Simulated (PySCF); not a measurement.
C₃H₉F₃Si₂.
Numbering: `[F:1][C:2]([F:3])([F:4])[CH2:5][CH2:6][SiH2:7][SiH3:8]` (hydrogens: H9, H10 on C5; H11, H12 on C6; H13, H14 on Si7; H15, H16, H17 on Si8)

Computed, not measured: TDDFT PBE0/def2-SVPD, vertical, gas phase, core orbitals frozen in the response (PySCF 2.14.0, density-fitted response routines). Isolated species at its GFN2-xTB geometry (one conformer only). Torsions of this conformer, `[F:1][C:2]([F:3])([F:4])[CH2:5][CH2:6][SiH2:7][SiH3:8]`: F1–C2–C5–C6 180°, C2–C5–C6–Si7 178°, C5–C6–Si7–Si8 -61°.

Q: What does the calculation give for the low-lying excited states?

A: 

```tsv
state	E (eV)	E (hartree)	f	|μ| (D)	main configurations (H = HOMO, L = LUMO)
S1	7.01	0.2576	0.039	1.22	H→L (91%)
S2	7.22	0.2654	0.016	0.76	H→L+1 (94%)
S3	7.58	0.2787	0.045	1.25	H-1→L (88%)
S4	7.70	0.2831	0.0020	0.26	H-1→L+1 (62%), H-2→L (34%)
S5	7.89	0.2901	0.044	1.21	H→L+2 (81%), H→L+3 (15%)
S6	7.96	0.2923	0.020	0.81	H-2→L (62%), H-1→L+1 (33%)
S7	8.05	0.2958	0.196	2.53	H→L+3 (68%), H→L+2 (10%), H-2→L+1 (10%)
S8	8.40	0.3087	0.017	0.73	H-1→L+2 (30%), H-4→L (24%), H-2→L+1 (18%)
```

Triplets (Tamm–Dancoff): T1 6.11 eV, H→L (92%); T2 6.30 eV, H→L+1 (88%); T3 6.96 eV, H-1→L (88%).

The lowest singlet comes at 177 nm (676 kJ/mol) in the vacuum ultraviolet; it is of moderate strength; its leading configuration is HOMO→LUMO (91%). The most intense listed level is S7 at 8.05 eV (154 nm, f = 0.196), 1.04 eV above S1. Löwdin shares by element: HOMO silicon 59%, carbon 15% or more, hydrogen 6% or more (atoms not listed hold the other 21%); LUMO silicon 56%, hydrogen 14% or more (atoms not listed hold the other 30%). Orbital energies (eV): HOMO-3 -10.14, HOMO-2 -9.60, HOMO-1 -9.17, HOMO -8.65, LUMO -0.45, LUMO+1 -0.16, LUMO+2 0.33. Of the 8 states listed, 7 reach f = 0.01 and none stays under 0.0005. The listed states span 1.39 eV. No computed singlet lies in the visible range (380 to 750 nm); the lowest, at 177 nm, stands 3.75 eV above its violet end (3.26 eV). Only the lowest 8 singlets were computed, as vertical energies without vibronic structure.

The run took 1.7 min on an Arm Neoverse N1 with one thread, on a shared host, and the process peaked at 0.95 GiB of memory.
